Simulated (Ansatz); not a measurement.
H$_{7}$NO$_{3}$Si$_{2}$ (`O[SiH2]N[SiH](O)O`) at its PBE0-D4/def2-TZVP geometry, where that method's forces vanish. Charge 0, multiplicity 1.

```csv
atom,x (Å),y (Å),z (Å)
O1,-1.720,1.397,-0.070
Si2,-1.378,0.090,-1.033
N3,-0.171,-0.909,-0.330
Si4,1.330,-0.332,0.271
O5,1.307,1.299,0.167
O6,1.449,-0.942,1.791
H7,-2.184,1.217,0.750
H8,-2.582,-0.758,-1.238
H9,-0.927,0.720,-2.291
H10,-0.437,-1.850,-0.083
H11,2.523,-0.745,-0.499
H12,0.474,1.740,0.368
H13,2.316,-0.926,2.199
```

Problem. For each bond, give half the difference of the two atoms' forces along it (eV/Å; positive pushes the atoms apart) under PBE-D4, r2SCAN-D4, B3LYP-D4, ωB97M-V in def2-TZVPP. (Estimate.)

Solution. The calculation gave: 
```json
{"bond": "O1–Si2", "length (Å)": "1.659", "PBE-D4": "0.29", "r2SCAN-D4": "0.05", "B3LYP-D4": "0.16", "ωB97M-V": "0.15"}
{"bond": "O1–H7", "length (Å)": "0.959", "PBE-D4": "0.34", "r2SCAN-D4": "0.03", "B3LYP-D4": "-0.02", "ωB97M-V": "-0.06"}
{"bond": "Si2–N3", "length (Å)": "1.717", "PBE-D4": "0.05", "r2SCAN-D4": "0.02", "B3LYP-D4": "0.09", "ωB97M-V": "0.06"}
{"bond": "Si2–H8", "length (Å)": "1.486", "PBE-D4": "-0.02", "r2SCAN-D4": "-0.04", "B3LYP-D4": "-0.15", "ωB97M-V": "-0.16"}
{"bond": "Si2–H9", "length (Å)": "1.477", "PBE-D4": "0.03", "r2SCAN-D4": "-0.02", "B3LYP-D4": "-0.13", "ωB97M-V": "-0.17"}
{"bond": "N3–Si4", "length (Å)": "1.717", "PBE-D4": "0.04", "r2SCAN-D4": "0.01", "B3LYP-D4": "0.06", "ωB97M-V": "0.04"}
{"bond": "N3–H10", "length (Å)": "1.009", "PBE-D4": "0.15", "r2SCAN-D4": "0.02", "B3LYP-D4": "-0.03", "ωB97M-V": "-0.03"}
{"bond": "Si4–O5", "length (Å)": "1.634", "PBE-D4": "0.24", "r2SCAN-D4": "0.05", "B3LYP-D4": "0.13", "ωB97M-V": "0.12"}
{"bond": "Si4–O6", "length (Å)": "1.642", "PBE-D4": "0.23", "r2SCAN-D4": "0.04", "B3LYP-D4": "0.10", "ωB97M-V": "0.10"}
{"bond": "Si4–H11", "length (Å)": "1.479", "PBE-D4": "-0.06", "r2SCAN-D4": "-0.05", "B3LYP-D4": "-0.19", "ωB97M-V": "-0.22"}
{"bond": "O5–H12", "length (Å)": "0.963", "PBE-D4": "0.34", "r2SCAN-D4": "0.00", "B3LYP-D4": "-0.04", "ωB97M-V": "-0.08"}
{"bond": "O6–H13", "length (Å)": "0.958", "PBE-D4": "0.33", "r2SCAN-D4": "0.01", "B3LYP-D4": "-0.02", "ωB97M-V": "-0.06"}
```

B3LYP here is the variant with VWN-RPA as its local correlation; programs differ in this.

Computed with Ansatz.
